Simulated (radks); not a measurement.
Isoelectronic series with 30 electrons, all held in the configuration [Ar] 3d10 4s2, which need not be the ground one along the series. Method: scalar-relativistic Kohn-Sham, LDA (Slater exchange, Perdew-Wang correlation), spin-polarised, spherical densities, finite nucleus; Fermi nuclear charge, rms radius of each element as measured or else 0.836 A^(1/3) + 0.57 fm; computed with a radial shooting solver on a logarithmic mesh with Libxc functionals. Total energies (hartree) and orbital eigenvalues (eV):

\begin{tabular}{lrrrr}
ion & E (hartree) & 4s & 3d & 3p \\ \hline
Zn & -1793.31147 & -6.2195 & -10.4247 & -83.2636 \\
Br5+ & -2596.64996 & -81.5372 & -137.5306 & -243.9969 \\
Zr10+ & -3564.10249 & -207.1180 & -351.3402 & -493.6536 \\
Rh15+ & -4698.27050 & -379.5426 & -644.3999 & -824.7726 \\
Sn20+ & -6002.99680 & -598.7142 & -1015.039 & -1236.439 \\
Cs25+ & -7483.0381 & -865.3797 & -1462.742 & -1729.080 \\
Nd30+ & -9144.1000 & -1180.760 & -1987.426 & -2303.686 \\
Tb35+ & -10992.9218 & -1546.469 & -2589.226 & -2961.605 \\
\end{tabular}
